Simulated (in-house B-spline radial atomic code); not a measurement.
Atomic self-consistent-field run: the rubidium ion Rb³⁺. Computed with a B-spline radial code for spherical atoms: Dirac-Kohn-Sham relativistic LDA, spherical fractional occupations, Fermi nucleus of rms radius 4.2036 fm.

Command:
```bash
python run_scf.py task.json out
```
Settings (nuclear radius in fm, mass in u):
```
Z                37
configuration    [Ar] 3d10 4s2 4p4
hamiltonian      dirac
method           lda_x_rel,vwn
spin_polarised   False
nucleus          fermi
rms_radius       4.2036
atomic_mass      84.91179
speed_of_light   137.035999084
```

Output (hartree, bohr):
```
 radial grid: 69 intervals, B-splines of order 8, outer radius 28.1081 bohr

 iter        energy (Eh)    residual
    1       -2970.209192    2.61e-01
    2       -2971.244922    2.15e-01
    3       -2972.074548    2.48e-02
    4       -2972.086379    8.22e-03
    5       -2972.087684    2.35e-03
    6       -2972.087783    3.43e-04
    7       -2972.087786    1.44e-04
    8       -2972.087786    3.25e-06
    9       -2972.087786    4.23e-08

 total energy                     -2972.08779
 kinetic                            3049.6457
 electron-nucleus                  -7133.8897
 Hartree                            1205.0598
 exchange-correlation                -92.9037

 first-order corrections (not in the total)
   Gaunt                             1.7254
   retardation                      -0.1673
   frequency dependence             -0.0082
   self-energy                       1.1540
   Uehling                          -0.1210
   Wichmann-Kroll                    0.0014
   recoil                            0.0138

 orbital      occ     eigenvalue          <r>       <r^2>       <1/r>       <r^4>     <1/r^3>       r_max    small
 1s1/2      2.000      -550.7411    0.0404279  0.00220177     37.7474 1.24988e-05           -     0.02638  1.79e-02
 2s1/2      2.000       -74.7896     0.178083   0.0374465     8.47781  0.00242441           -      0.1501  3.59e-03
 2p1/2      2.000       -68.0793     0.152534   0.0285589     8.45785  0.00164313           -      0.1174  3.59e-03
 2p3/2      4.000       -65.8620     0.156611   0.0299765     8.14789  0.00179267     1557.91      0.1208  3.50e-03
 3s1/2      2.000       -12.1919     0.511866    0.301168     2.81734    0.142994           -      0.4521  8.94e-04
 3p1/2      2.000        -9.7731     0.512273     0.30701     2.70986    0.157786           -       0.441  8.45e-04
 3p3/2      4.000        -9.4385     0.522765    0.319502     2.63497     0.17069     237.454      0.4499  8.19e-04
 3d3/2      4.000        -5.1713     0.521984    0.333591     2.40573    0.230008     31.8444      0.3903  7.04e-04
 3d5/2      6.000        -5.1141     0.525731     0.33827     2.38636    0.236319     31.1515       0.393  6.97e-04
 4s1/2      2.000        -2.3569      1.39056     2.18951    0.968441     7.25003           -       1.234  1.74e-04
 4p1/2      1.333        -1.7514      1.55236     2.74948    0.856455     11.7928           -       1.351  1.41e-04
 4p3/2      2.667        -1.7111      1.57981     2.84634    0.838745     12.6162     28.7673       1.376  1.37e-04

 Slater integrals (Eh)
   F0(4s1/2,4s1/2)               0.646783
   F0(4s1/2,4p1/2)               0.610271
   G1(4s1/2,4p1/2)               0.414188
   F0(4s1/2,4p3/2)               0.604104
   G1(4s1/2,4p3/2)               0.406686
   F0(4p1/2,4p1/2)               0.579921
   F0(4p1/2,4p3/2)               0.574778
   G2(4p1/2,4p3/2)               0.303416
   F0(4p3/2,4p3/2)               0.569811
   F2(4p3/2,4p3/2)               0.301179
```

Time taken, with all properties: 1.5 s on 1 thread of Intel(R) Xeon(R) Platinum 8488C, on a shared host.

For the Dirac Hamiltonian the kinetic term is c α·p + (β - 1)c².
